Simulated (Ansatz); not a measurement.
C₂H₄OSi, SMILES `C1=C[SiH2]O1`. Total charge 0; spin multiplicity 1. All single points use the PBE0-D4/def2-TZVP geometry.

```xyz
8

C    -0.765   -0.471    0.696
C     0.410   -0.902    0.207
Si    0.421    0.730   -0.620
O    -1.062    0.796    0.238
H    -1.494   -0.926    1.362
H     0.908   -1.840    0.379
H     1.364    1.785   -0.177
H     0.218    0.827   -2.085
```

Question: What is the dipole moment at ωB97M-V/def2-TZVPP? (Best estimate.)

Answer: Ansatz gave: 1.16 D, with components (0.80, -0.83, -0.06) D in this frame, pointing from negative to positive charge.

Question: And with PBE, r2SCAN, B3LYP? (An estimate is asked.)

Answer: Ansatz gave: PBE 1.01 D, r2SCAN 1.05 D, B3LYP 1.15 D.

Question: Give the Mulliken charges with ωB97M-V, B3LYP, r2SCAN in def2-TZVPP. (Estimate.)

Answer: Computed: 
| atom | ωB97M-V | B3LYP | r2SCAN |
| --- | --- | --- | --- |
| C1 | 0.19 | 0.18 | 0.26 |
| C2 | -0.40 | -0.39 | -0.43 |
| Si3 | 0.46 | 0.54 | 0.59 |
| O4 | -0.40 | -0.41 | -0.42 |
| H5 | 0.12 | 0.12 | 0.09 |
| H6 | 0.11 | 0.11 | 0.08 |
| H7 | -0.04 | -0.08 | -0.08 |
| H8 | -0.04 | -0.08 | -0.08 |

B3LYP here is the variant with VWN-RPA as its local correlation; programs differ in this.
